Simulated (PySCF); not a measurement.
System: dibromo(difluoro)silane, sum formula SiBr₂F₂, charge 0, multiplicity 1. 
Structure (B3LYP-D3(BJ)/def2-TZVP (Ansatz) minimum search):
```
Si
F 1 1.5788
F 1 1.5788 2 107.38
Br 1 2.1872 2 109.17 3 -118.24
Br 1 2.1872 2 109.17 3 118.24
```
Charge 0, spin multiplicity 1.

Dispersion corrections to the total energy (kcal/mol) from the dftd3 and dftd4 libraries through PySCF: D3(BJ) without and D4 with the three-body term, each with the damping fitted for the functional named.

```
functional  D3(BJ)      D4
----------  ------  ------
CAM-B3LYP      ___   -3.90
B3LYP        -6.93     ___
LC-wPBE      -3.88   -5.02
BLYP         -8.24   -9.48
HF          -27.11  -13.92
r2SCAN       -0.92     ___
TPSS         -4.62   -5.91
```

### Question
Complete the blanks.

### Answer

- CAM-B3LYP, D3(BJ): -3.42
- B3LYP, D4: -7.29
- r2SCAN, D4: -0.93
